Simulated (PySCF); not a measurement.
PySCF job for GeHO, SMILES [OH+]=[Ge] (connectivity only; charge and spin as stated), charge +1, multiplicity 1, TDA-B3LYP/def2-TZVPD. The structure is a stationary point at PBE0-D3(BJ)/def2-TZVP. The isomer is the one that the SMILES or the coordinates give; other isomers of the formula were not compared.

```python
import numpy as np
from pyscf import gto, scf, dft, tdscf

mol = gto.M(
    atom='''
    O     0.00000000    0.00000000    1.27547238
    Ge    0.00000000    0.00000000   -0.38887319
    H     0.00000000    0.00000000    2.24016321
    ''',
    basis='def2-TZVPD',
    charge=1,
    spin=0,
    symmetry=True,
    symmetry_subgroup='C2v',
    max_memory=1600,
    verbose=4,
)
mf = dft.RKS(mol, xc='b3lyp').density_fit(auxbasis='def2-universal-jkfit')
mf.grids.level = 3
mf.conv_tol = 1e-9
mf.max_cycle = 100
mf.kernel()
mf.grids = dft.Grids(mol).set(level=1).build(with_non0tab=True)  # coarser grid for the response kernel
td = tdscf.TDA(mf)
td.singlet = True
td.nstates = 10
td.conv_tol = 1e-4
td.positive_eig_threshold = 1e-6
td.kernel(x0=td.get_init_guess(mf, 15))
td.analyze()
tt = tdscf.TDA(mf)
tt.singlet = False
tt.nstates = 4
tt.conv_tol = 1e-4
tt.positive_eig_threshold = 1e-6
tt.kernel(x0=tt.get_init_guess(mf, 9))
tt.analyze(verbose=3)
```

Log of the run:

```
PySCF version 2.14.0

[INPUT] verbose = 4
[INPUT] num. atoms = 3
[INPUT] num. electrons = 40
[INPUT] charge = 1
[INPUT] spin (= nelec alpha-beta = 2S) = 0
[INPUT] symmetry True subgroup C2v
[INPUT] Mole.unit = angstrom
[INPUT] Symbol           X                Y                Z      unit          X                Y                Z       unit  Magmom
[INPUT]  1 O      0.000000000000   0.000000000000   1.275472380000 AA    0.000000000000   0.000000000000   2.410293477647 Bohr   0.0
[INPUT]  2 Ge     0.000000000000   0.000000000000  -0.388873190000 AA    0.000000000000   0.000000000000  -0.734863826286 Bohr   0.0
[INPUT]  3 H      0.000000000000   0.000000000000   2.240163210000 AA    0.000000000000   0.000000000000   4.233294941227 Bohr   0.0

nuclear repulsion = 92.2243602447795
point group symmetry = Coov, use subgroup C2v
symmetry origin: [0.0000000e+00 0.0000000e+00 7.8354498e-09]
symmetry axis x: [1. 0. 0.]
symmetry axis y: [0. 1. 0.]
symmetry axis z: [0. 0. 1.]
num. orbitals of irrep A1 = 47
num. orbitals of irrep A2 = 10
num. orbitals of irrep B1 = 23
num. orbitals of irrep B2 = 23
number of shells = 37
number of NR pGTOs = 172
number of NR cGTOs = 103
basis = def2-TZVPD
ecp = {}


[settings echo left out]
init E= -2152.37396438747
HOMO (A1) = -0.349129694054014  LUMO (B1) = -0.0981581205776489  gap/eV = 6.82928
cycle= 1 E= -2152.47793526953  delta_E= -0.104  |g|= 1.07  |ddm|= 1.39
HOMO (B1) = -0.474997985812188  LUMO (B2) = -0.316011134160609  gap/eV = 4.32625
cycle= 2 E= -2150.64297222866  delta_E= 1.83  |g|= 3.01  |ddm|= 2.03
HOMO (A1) = -0.623753115909771  LUMO (B2) = -0.335069075483101  gap/eV = 7.85549
cycle= 3 E= -2152.60372721393  delta_E= -1.96  |g|= 0.452  |ddm|= 1.68
HOMO (B1) = -0.605378615465439  LUMO (B1) = -0.330324969270091  gap/eV = 7.48459
cycle= 4 E= -2152.63817809738  delta_E= -0.0345  |g|= 0.139  |ddm|= 0.293
HOMO (B1) = -0.611646303916191  LUMO (B1) = -0.335217400485417  gap/eV = 7.52201
cycle= 5 E= -2152.64005385623  delta_E= -0.00188  |g|= 0.03  |ddm|= 0.0741
HOMO (B1) = -0.614747782866957  LUMO (B2) = -0.331678335151122  gap/eV = 7.70271
cycle= 6 E= -2152.64030032015  delta_E= -0.000246  |g|= 0.00596  |ddm|= 0.03
HOMO (B2) = -0.615707131942236  LUMO (B1) = -0.331814915651719  gap/eV = 7.72510
cycle= 7 E= -2152.64030718467  delta_E= -6.86e-06  |g|= 0.000896  |ddm|= 0.00336
HOMO (B1) = -0.615709016121174  LUMO (B1) = -0.331761371161789  gap/eV = 7.72661
cycle= 8 E= -2152.64030735586  delta_E= -1.71e-07  |g|= 5.84e-05  |ddm|= 0.000778
HOMO (B1) = -0.615706006282571  LUMO (B1) = -0.331755826829884  gap/eV = 7.72668
cycle= 9 E= -2152.64030735674  delta_E= -8.74e-10  |g|= 1.32e-05  |ddm|= 0.000103
HOMO (B1) = -0.615699741382842  LUMO (B1) = -0.331756612315238  gap/eV = 7.72649
Extra cycle  E= -2152.6403073566  delta_E= 1.36e-10  |g|= 3.04e-05  |ddm|= 2.63e-05
converged SCF energy = -2152.6403073566
tot grids = 15072
Overwritten attributes  positive_eig_threshold  of <class 'pyscf.tdscf.rks.TDA'>


******** <class 'pyscf.tdscf.rks.TDA'> for <class 'pyscf.df.df_jk.DFSymAdaptedRKS'> ********
nstates = 10 singlet
deg_eia_thresh = 1.000e-03
wfnsym = None
conv_tol = 0.0001
eigh lindep = 1e-12
eigh level_shift = 0
eigh max_cycle = 100


Excitation energies (eV)
[ 6.13522466  6.30639073  6.30640289  8.01432535  8.01432535  8.61298986
  9.60184122  9.60184122 11.2450297  11.82536675]

** Singlet excitation energies and oscillator strengths **
Excited State   1:   A2      6.13522 eV    202.09 nm  f=0.0000
      19 -> 22        0.49942
      20 -> 21       -0.49942
Excited State   2:   A2      6.30639 eV    196.60 nm  f=0.0000
      19 -> 22        0.49962
      20 -> 21        0.49962
Excited State   3:   A1      6.30640 eV    196.60 nm  f=0.0000
      19 -> 21       -0.49962
      20 -> 22        0.49962
Excited State   4:   B1      8.01433 eV    154.70 nm  f=0.2463
      17 -> 21       -0.11431
      18 -> 21        0.68538
Excited State   5:   B2      8.01433 eV    154.70 nm  f=0.2463
      17 -> 22       -0.11431
      18 -> 22        0.68538
Excited State   6:   A1      8.61299 eV    143.95 nm  f=0.1035
      18 -> 23        0.27457
      19 -> 21        0.44347
      20 -> 22        0.44347
Excited State   7:   B1      9.60184 eV    129.13 nm  f=0.0703
      19 -> 23       -0.69900
Excited State   8:   B2      9.60184 eV    129.13 nm  f=0.0703
      20 -> 23       -0.69900
Excited State   9:   A1     11.24503 eV    110.26 nm  f=1.2061
      18 -> 23        0.62721
      18 -> 25        0.14839
      18 -> 32        0.11490
      19 -> 21       -0.15800
      20 -> 22       -0.15800
Excited State  10:   B1     11.82537 eV    104.85 nm  f=0.0087
      19 -> 24        0.54222
      19 -> 25        0.44465

** Transition electric dipole moments (AU) **
state          X           Y           Z        Dip. S.      Osc.
  1        -0.0000     -0.0000      0.0000      0.0000      0.0000
  2        -0.0000      0.0000     -0.0000      0.0000      0.0000
  3         0.0000      0.0000      0.0000      0.0000      0.0000
  4         1.1200     -0.0000     -0.0000      1.2543      0.2463
  5        -0.0000      1.1200      0.0000      1.2543      0.2463
  6        -0.0000     -0.0000     -0.7003      0.4905      0.1035
  7        -0.5466     -0.0000      0.0000      0.2987      0.0703
  8         0.0000     -0.5466      0.0000      0.2987      0.0703
  9         0.0000     -0.0000      2.0923      4.3779      1.2061
 10         0.1729     -0.0000      0.0000      0.0299      0.0087

** Transition velocity dipole moments (imaginary part, AU) **
state          X           Y           Z        Dip. S.      Osc.
  1        -0.0000     -0.0000      0.0000      0.0000      0.0000
  2        -0.0000      0.0000     -0.0000      0.0000      0.0000
  3         0.0000      0.0000      0.0000      0.0000      0.0000
  4         0.1066     -0.0000     -0.0000      0.0114      0.0257
  5        -0.0000      0.1066      0.0000      0.0114      0.0257
  6        -0.0000      0.0000     -0.0187      0.0003      0.0007
  7        -0.1640     -0.0000      0.0000      0.0269      0.0508
  8         0.0000     -0.1640      0.0000      0.0269      0.0508
  9        -0.0000     -0.0000      0.6065      0.3679      0.5935
 10         0.0830     -0.0000     -0.0000      0.0069      0.0106

** Transition magnetic dipole moments (imaginary part, AU) **
state          X           Y           Z
  1        -0.0000      0.0000     -0.0000
  2         0.0000      0.0000      0.0000
  3         0.0000     -0.0000     -0.0000
  4         0.0000      1.3100     -0.0000
  5        -1.3100      0.0000      0.0000
  6         0.0000     -0.0000     -0.0000
  7        -0.0000      0.0786     -0.0000
  8        -0.0786     -0.0000     -0.0000
  9        -0.0000      0.0000      0.0000
 10        -0.0000     -0.2878     -0.0000


******** <class 'pyscf.tdscf.rks.TDA'> for <class 'pyscf.df.df_jk.DFSymAdaptedRKS'> ********
nstates = 4 triplet
deg_eia_thresh = 1.000e-03
wfnsym = None
conv_tol = 0.0001
eigh lindep = 1e-12
eigh level_shift = 0
eigh max_cycle = 100


Excitation energies (eV)
[5.48721214 5.48721214 5.52229213 5.76664703]

** Triplet excitation energies and oscillator strengths **
Excited State   1:   B1      5.48721 eV    225.95 nm  f=0.0000
Excited State   2:   B2      5.48721 eV    225.95 nm  f=0.0000
Excited State   3:   A1      5.52229 eV    224.52 nm  f=0.0000
Excited State   4:   A2      5.76665 eV    215.00 nm  f=0.0000
```

The run converged.
